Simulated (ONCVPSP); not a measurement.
# platinum: excitation energies, all-electron against ONCV

platinum (Pt), optimised norm-conserving Vanderbilt (ONCV), made with ONCVPSP 4.0.1 (LDA (Perdew-Zunger), fully relativistic). Core [Kr] 4d10 4f14 5s2, reference 5p6 5d9 6s1. Waves: 6s: rc 2.25 bohr, ncon 4, nbas 7, qcut 2.6 1/bohr, 2 projectors, debl 2.2 Ha; 5p: rc 1.40 bohr, ncon 4, nbas 7, qcut 10.6 1/bohr, 2 projectors, debl 1.8 Ha; 5d: rc 1.85 bohr, ncon 4, nbas 8, qcut 9.7 1/bohr, 1 projector. Local part: polynomial inside 1.35 bohr (lpopt 4, dvloc0 0 Ha). Core correction: none.

Open shells are filled in proportion to 2j + 1.

In the p channel the program set the typed energies aside and used -1.918, 0.250 Ha (j = l + 1/2; the other j can differ).

Energies are relative to the spin-unpolarised reference configuration 5p6 5d9 6s1; without spin polarisation the order of configurations can differ from experiment.

| valence configuration | charge | ΔE all-electron (eV) | error AE − PS (meV) |
| --- | --- | --- | --- |
| 5p6 5d9 6s0 | +1 | 9.558 | -9.6 |
| 5p6 5d7 6s0 | +3 | 62.344 | +40 |
| 5p5 5d9 6s1 | +1 | 63.449 | -34 |

Problem. What are ΔE and the potential's error for 5p6 5d8 6s0?

Solution. ΔE = 29.834 eV all-electron; the error (AE − PS) is +8.2 meV.

Note: ghosts flagged at negative energy: s at -13.0 eV; no localised positive-energy state flagged. A true bound ghost makes a file unfit for plane-wave use.
